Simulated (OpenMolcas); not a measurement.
A calculation on Mn+.

```json
{"Program": "OpenMolcas", "Method": "XMS-CASPT2, IPEA 0.25 Eh, imaginary shift 0.1 Eh (closed shells correlated: 3s 3p)", "Basis": "ANO-RCC-VTZP [6s5p3d2f1g]", "Scalar Hamiltonian": "DKH2, point nucleus", "Active space": "6 electrons in 6 orbitals (3d 4s)", "State averaging": "2S+1 = 7 even, 1 root; 2S+1 = 5 even, 18 roots kept (CI in the orbitals of an earlier block); 2S+1 = 3 even, 9 roots kept (CI in the orbitals of an earlier block)", "Spin-orbit coupling": "RASSI with atomic mean-field integrals over the reference wave functions, term energies averaged over their components"}
```

Q: Which level of the active space comes out lowest?

A: 3d5 4s 7S3, with 100 % of that term; it is also the measured ground level.

Q: How high does 3d5 4s 5D4 lie?

A: 34800 cm-1 above the lowest level.

Q: How high does 3d5 4s 5S2 lie?

A: 9440 cm-1 above the lowest level; measured 9473 cm-1 above the ground level, so the calculation is off by 0 %.

Q: How high does 3d5 4s 5D2 lie?

A: 34860 cm-1 above the lowest level.

Q: The level at 31690 cm-1 has J = 3. What is it made of, and what is its g factor?

A: 98 % 3d5 4s 5P3, 2 % 3d5 4s 5D; g = 1.665, against 1.668 from Landé's formula for the pure leading term.

Measured values: NIST Handbook of Basic Atomic Spectroscopic Data.

Term energies are means over components that CASPT2 splits; among the terms shown or strongly mixed into the levels shown the widest spread is 600 cm-1 (3d5 4s 5P). Terms from blocks run as CI alone lack orbitals of their own. No level of 3d6 was computed, though it lies in the active space. Computed and measured levels are paired by configuration, term and J; levels that our copy of the source lacks, or whose pairing is in doubt (as where it misses far off the trend of its configuration), stay unpaired and out of the deviations. Only configurations of the active space appear.
